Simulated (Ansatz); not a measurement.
```yaml
crystal:
  periodic: [false, false, false]
  atoms:
    - {symbol: C, position_ang: [3.048544, 0.732166, 0.105969]}
    - {symbol: C, position_ang: [1.925452, -0.308748, 0.125011]}
    - {symbol: N, position_ang: [0.773191, 0.136442, 0.884577]}
    - {symbol: C, position_ang: [0.138929, -0.599466, 1.877762]}
    - {symbol: C, position_ang: [-1.164830, -0.196343, 1.960779]}
    - {symbol: N, position_ang: [-1.379776, 0.815809, 1.025471]}
    - {symbol: C, position_ang: [-2.651766, 1.065697, 0.387568]}
    - {symbol: C, position_ang: [-0.160020, 1.062662, 0.321427]}
    - {symbol: H, position_ang: [3.894787, 0.389210, -0.525849]}
    - {symbol: H, position_ang: [3.430387, 0.939432, 1.128333]}
    - {symbol: H, position_ang: [2.674161, 1.688616, -0.312108]}
    - {symbol: H, position_ang: [1.589667, -0.544495, -0.909624]}
    - {symbol: H, position_ang: [2.281067, -1.260195, 0.573745]}
    - {symbol: H, position_ang: [0.682118, -1.335930, 2.481159]}
    - {symbol: H, position_ang: [-1.953892, -0.516707, 2.651208]}
    - {symbol: H, position_ang: [-2.769357, 0.453219, -0.536834]}
    - {symbol: H, position_ang: [-2.727930, 2.140940, 0.109581]}
    - {symbol: H, position_ang: [-3.474388, 0.835369, 1.095354]}
    - {symbol: H, position_ang: [-0.224484, 1.037362, -0.786486]}
    - {symbol: F, position_ang: [-0.792170, -2.299136, -3.339637]}
    - {symbol: B, position_ang: [-0.789252, -1.319074, -2.332319]}
    - {symbol: F, position_ang: [-2.063387, -0.688717, -2.266590]}
    - {symbol: F, position_ang: [-0.483610, -1.901176, -1.082236]}
    - {symbol: F, position_ang: [0.196549, -0.326927, -2.636255]}
basis:
  gaussian: {orbitals: def2-TZVP, initial_orbitals: start.molden}
total_charge: -1
magnetization: {spin_polarized: true, initial_magnetization: 1}
hamiltonian: {xc: pbe0, dispersion: d4}
scf: {omitted_lower_state_checks: [starts]}
output: {orbitals: {seedname: orbitals}}
```

The file start.molden holds the orbitals of an earlier run on this structure, at another level or in another basis.

```sh
$ ansatz run in.yaml --threads 4 --pin off --events-out ev --progress --plain --max-ram 6963MiB
```

(1) Does this run fit into the memory that it is given?

Results:

(1) No. It has 469 basis functions, and Ansatz plans for 6.84 GiB where 6.79 GiB are given.
